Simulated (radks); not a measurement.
Values are calculated unless marked as measured or tabulated.
Question: These are the eigenvalues of the occupied orbitals of an atom or ion with whole-number occupations (eV). Code: a radial shooting solver on a logarithmic mesh with Libxc functionals. Model: scalar-relativistic Kohn-Sham, r2SCAN, spin-polarised, spherical densities, finite nucleus; meta-GGA in the generalised Kohn-Sham scheme; Fermi nuclear charge, rms radius of each element as measured or else 0.836 A^(1/3) + 0.57 fm.

orbital  eigenvalue
1s up     -88193.56
1s down   -88193.49
2s down   -15814.20
2s up     -15814.20
2p up     -13567.73
2p down   -13567.70
3s up     -3816.615
3s down   -3816.596
3p up     -3169.679
3p down   -3169.652
3d up     -2507.407
3d down   -2507.383
4s up     -879.7785
4s down   -879.7239
4p up     -666.8571
4p down   -666.8002
4d up     -418.8266
4d down   -418.7606
5s up     -158.0856
5s down   -157.9150
4f up     -145.5227
4f down   -145.4444
5p up      -99.1878
5p down    -99.0853
5d up      -32.7787
5d down    -32.3532
6p up      -12.5880

Which element is it, and in what charge state? The configuration may be excited. Open shells, if any, are filled with parallel spins first.

Answer: Z = 82, lead, charge +1: Pb+ in [Xe] 4f14 5d10 6p3. The list shows which subshells hold electrons but not how many an open one holds; the 1s level, -3241.1 hartree, gives Z - s = 80.5 by -(Z - s)^2/2, which with screening and relativity narrows Z to a few neighbours, and the depths of the outer levels then fix element, charge and occupations together.
